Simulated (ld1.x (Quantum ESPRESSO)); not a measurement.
**Plane-wave convergence, TM potential for aluminium**

ld1.x (Quantum ESPRESSO) 7.5 input, shortened:

```
&input
   title='Al', zed=13., rel=1, dft='PBE', iswitch=3,
   config='[Ne] 3s1.75 3p1.25 3d-2'
 /
 &inputp
   pseudotype=2, tm=.true., lloc=-1, rcloc=1.10,
   nlcc=.true., new_core_ps=.true., rcore=1.25
 /
3
3S  1  0   1.75   0.00  1.40  1.40  0.0
3P  2  1   1.25   0.00  1.65  1.65  0.0
3D  3  2  -2.00  -0.10  1.55  1.55  0.0
 &test
   configts(1)='3s1.75 3p1.25'
 /
```

The pseudo-atom Hamiltonian at the reference potential is diagonalised in spherical Bessel functions j_l(qr) that vanish at 20 bohr, with q² up to the cutoff. All-electron valence levels (Ry): 3s -0.5859, 3p -0.2116.

How do the lowest levels (Ry) of each channel move with the cutoff, and are there ghosts?

| cutoff (Ry) | s #1 | s #2 | p #1 | p #2 | d #1 | d #2 | f #1 | Σ f·Δε (mRy) |
| --- | --- | --- | --- | --- | --- | --- | --- | --- |
| 8 | -0.5655 | -0.0232 | -0.2056 | 0.0234 | 0.0438 | 0.1231 | 0.1018 | 43.3 |
| 12 | -0.5763 | -0.0240 | -0.2058 | 0.0234 | 0.0437 | 0.1227 | 0.1018 | 24.1 |
| 15 | -0.5775 | -0.0241 | -0.2059 | 0.0234 | 0.0437 | 0.1226 | 0.1018 | 22.0 |
| 21 | -0.5778 | -0.0242 | -0.2069 | 0.0232 | 0.0436 | 0.1223 | 0.1018 | 20.0 |
| 25 | -0.5785 | -0.0244 | -0.2086 | 0.0230 | 0.0436 | 0.1223 | 0.1018 | 16.7 |
| 35 | -0.5829 | -0.0290 | -0.2111 | 0.0227 | 0.0436 | 0.1221 | 0.1018 | 5.8 |
| 45 | -0.5844 | -0.0651 | -0.2115 | 0.0226 | 0.0436 | 0.1221 | 0.1018 | 2.9 |
| 50 | -0.5844 | -0.0748 | -0.2115 | 0.0226 | 0.0436 | 0.1221 | 0.1018 | 2.8 |
| 60 | -0.5848 | -0.0758 | -0.2115 | 0.0226 | 0.0436 | 0.1221 | 0.1018 | 2.0 |
| 70 | -0.5854 | -0.0761 | -0.2116 | 0.0226 | 0.0436 | 0.1221 | 0.1018 | 0.9 |
| 90 | -0.5856 | -0.0764 | -0.2116 | 0.0226 | 0.0436 | 0.1221 | 0.1018 | 0.5 |
| 400 | -0.5859 | -0.0791 | -0.2116 | 0.0226 | 0.0436 | 0.1221 | 0.1018 | 0.0 |

Result: ghost state, extra bound levels that the all-electron valence spectrum of the same l lacks: s at -1.08 eV (a true bound ghost makes a file unfit for plane-wave use); 10 mRy is reached at 35 Ry and 1 mRy at 70 Ry.
